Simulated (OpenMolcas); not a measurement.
Ti2+, Zr2+, Hf2+: d2 down the group

```yaml
Program: OpenMolcas
Method: CASSCF
Basis: ANO-RCC-VQZP
Scalar_Hamiltonian: DKH2, point nucleus
Spin-orbit_coupling: state interaction with AMFI integrals over the reference wave functions, term energies averaged over their components
```

Active space for each ion: 2 electrons in 6 orbitals (d s).

Computed levels in cm-1 above 3F2:

```json
{"Level": "3F3", "Ti2+": "199", "Zr2+": "692", "Hf2+": "3586"}
{"Level": "3F4", "Ti2+": "459", "Zr2+": "1527", "Hf2+": "6743"}
{"Level": "3P0", "Ti2+": "13748", "Zr2+": "10317", "Hf2+": "11068"}
{"Level": "3P1", "Ti2+": "13817", "Zr2+": "10579", "Hf2+": "13126"}
{"Level": "3P2", "Ti2+": "13961", "Zr2+": "11091", "Hf2+": "14961"}
{"Level": "1G4", "Ti2+": "17897", "Zr2+": "14053", "Hf2+": "17442"}
{"Level": "1S0", "Ti2+": "43346", "Zr2+": "30997", "Hf2+": "41914"}
{"Level": "weight of 3F in the lowest level (%)", "Ti2+": "100", "Zr2+": "99", "Hf2+": "83"}
```

Measured, with the error of the calculation in %. Measured levels: Ti2+ from Corliss and Sugar, J. Phys. Chem. Ref. Data 8, 1 (1979); Zr2+ from Moore, Atomic Energy Levels, vol. II, NSRDS-NBS 35 (1971 reprint of NBS Circular 467, 1952); NIST levels as listed in Rynkun, Gaigalas and Jonsson, Astron. Astrophys. 637, A10 (2020).

| Level | Ti2+ | Zr2+ |
| --- | --- | --- |
| 3F3 | 185 (+7.7) | 681 (+1.7) |
| 3F4 | 420 (+9.2) | 1486 (+2.8) |
| 3P0 | 10538 (+30.5) | 8062 (+28.0) |
| 3P1 | 10604 (+30.3) | 8326 (+27.1) |
| 3P2 | 10721 (+30.2) | 8838 (+25.5) |
| 1G4 | 14398 (+24.3) | 11049 (+27.2) |
| 1S0 | 32476 (+33.5) | 23979 (+29.3) |

The fine-structure level 3F4 changes by a factor of 14.7 from Ti2+ to Hf2+.

Without spin-orbit coupling 3P lies 13618, 9887, 9540 cm-1 above 3F in that order; the difference to the level 3P0, of either sign, comes from spin-orbit coupling, which also lowers the zero.

Without dynamic correlation excited terms often stand tens of per cent too high (terms of higher spin than the ground term too low), and those without a measured partner can miss by more than the paired ones. Terms from blocks run as CI alone lack orbitals of their own. Configurations are named by rounded mean occupations; where the s occupation lies near a half they are strongly mixed, a name can repeat and a true partner stay unpaired (holds for Hf2+). Measured partners are found by configuration, term and J. A level has none where our copy of the source lacks it or the pairing is in doubt (some pairs that miss far off the trend of their configuration count as doubtful), and it then counts in no deviation. Levels of configurations outside the active space are missing.
